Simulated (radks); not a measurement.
Spherical jellium clusters: N electrons in a uniform positive sphere of charge N and radius rs N^(1/3), rs = 4.48 bohr. Calculated with a radial shooting solver with Libxc functionals: non-relativistic Kohn-Sham, LDA (Slater exchange, Perdew-Wang correlation), spin-polarised, spherical densities. Levels are named by radial order and angular momentum (1s, 1p, 1d, 2s, ...), and open shells are averaged over m.

N = 16, configuration 1s2 1p6 1d(up 5, down 3). This is the lowest configuration that the search found. Occupied and some empty levels:

level    occupation  eigenvalue (eV)  <r> (bohr)
1s up             1          -4.4298       6.969
1s down           1          -4.3155       6.830
1p up             3          -3.7051       8.344
1p down           3          -3.5620       8.325
1d up             5          -2.8106       9.317
1d down           3          -2.6636       9.357
2s up             0          -2.4298       7.776
2s down           0          -2.3623       7.871
1f up             0          -1.7810       10.21
1f down           0          -1.6434       10.30
2p up             0          -1.2958       9.843
2p down           0          -1.2244       9.937

Energy (eV): total -29.2557, kinetic 22.939, external -732.22, Hartree 362.77, exchange-correlation -52.988, background 370.25.

Electron density:

r (bohr)  n(r) (e/bohr^3)
0.813            0.001352
1.72             0.001493
2.62             0.001736
3.53             0.002073
4.43             0.002473
5.34             0.002872
6.24             0.003180
7.15             0.003287
8.05             0.003105
8.96             0.002616
9.87             0.001925
10.8             0.001223
11.7            0.0006731
12.6            0.0003363
13.5            0.0001554
14.4           0.00006886
15.3           0.00002920
16.2           0.00001218
17.1            4.956e-06
18.0            2.013e-06
